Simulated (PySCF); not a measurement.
## Gd(II) with different ligands

Computed with PySCF 2.14.0, PBE0, def2-SVP on the ligands, density fitting, scalar-relativistic core potentials, no spin-orbit coupling, vacuum. The metal has lcecp-0-SVP with ECP54. Each complex is relaxed within the symmetry of a template of the same shape. Distances are means of the shortest metal–ligand contacts, charges and spins Mulliken's; removal energies are rigid, with the ligand's formal charge and no counterpoise, so too large; for an anion taken off a cation in vacuum most of it is the attraction of opposite charges, and multiply charged cations can part far more cheaply with an electron moved from ligand to metal. lcecp potentials hold a fixed number of 4f electrons in the core, out of states, spins and gaps.

| complex | point group | M–first ligand (Å) | charge on M (e) | dipole (D) | removal of one first-named ligand (eV) | strongest infrared band, degenerate modes summed (cm⁻¹) | unstable modes (below −25 cm⁻¹) |
| --- | --- | --- | --- | --- | --- | --- | --- |
| GdF2 | C2v | 2.111 | 1.06 | 6.27 | 9.86 | 502 | 0 |
| GdI2 | D∞h | 3.002 | 0.81 | 0.05 | 6.59 | 178 | 0 |

**Question.** Order these by the energy to remove one first-named ligand, lowest first.
A. GdH2
B. Gd(SH)2
C. Gd(NH2)2
D. Gd(CH3)2
E. Gd(BH4)2

**Answer.** E (7.15), B (7.65), D (8.09), A (8.18), C (9.17).

**Question.** What else do they give?

**Answer.** 
```json
{"complex": "Gd(NH2)2", "point group": "C2v", "M–first ligand (Å)": "2.292", "charge on M (e)": "0.72", "dipole (D)": "5.00", "removal of one first-named ligand (eV)": "9.17", "strongest infrared band, degenerate modes summed (cm⁻¹)": "466", "unstable modes (below −25 cm⁻¹)": "0"}
{"complex": "Gd(CH3)2", "point group": "C2v", "M–first ligand (Å)": "2.534", "charge on M (e)": "0.78", "dipole (D)": "6.13", "removal of one first-named ligand (eV)": "8.09", "strongest infrared band, degenerate modes summed (cm⁻¹)": "369", "unstable modes (below −25 cm⁻¹)": "0"}
{"complex": "GdH2", "point group": "C2v", "M–first ligand (Å)": "2.162", "charge on M (e)": "0.40", "dipole (D)": "6.54", "removal of one first-named ligand (eV)": "8.18", "strongest infrared band, degenerate modes summed (cm⁻¹)": "1190", "unstable modes (below −25 cm⁻¹)": "0"}
{"complex": "Gd(BH4)2", "point group": "C2, nearly D3", "M–first ligand (Å)": "2.426", "charge on M (e)": "0.76", "dipole (D)": "0.30", "removal of one first-named ligand (eV)": "7.15", "strongest infrared band, degenerate modes summed (cm⁻¹)": "2264", "unstable modes (below −25 cm⁻¹)": "0"}
{"complex": "Gd(SH)2", "point group": "C2", "M–first ligand (Å)": "2.737", "charge on M (e)": "0.70", "dipole (D)": "7.94", "removal of one first-named ligand (eV)": "7.65", "strongest infrared band, degenerate modes summed (cm⁻¹)": "271", "unstable modes (below −25 cm⁻¹)": "0 (lowest -20 cm⁻¹, within noise)"}
```

Members with unstable modes aren't minima as they stand: saddle points kept by symmetry or, where the modes are soft, flat surfaces and noise. Moved off a saddle point of the template and relaxed again: Gd(NH2)2. One start shape was tried for each, so a minimum needn't be the lowest isomer. Oxidation states forced by the potential, rare, strongly oxidising or of another configuration in reality: GdF2, Gd(NH2)2, GdI2, Gd(CH3)2, GdH2, Gd(BH4)2, Gd(SH)2.
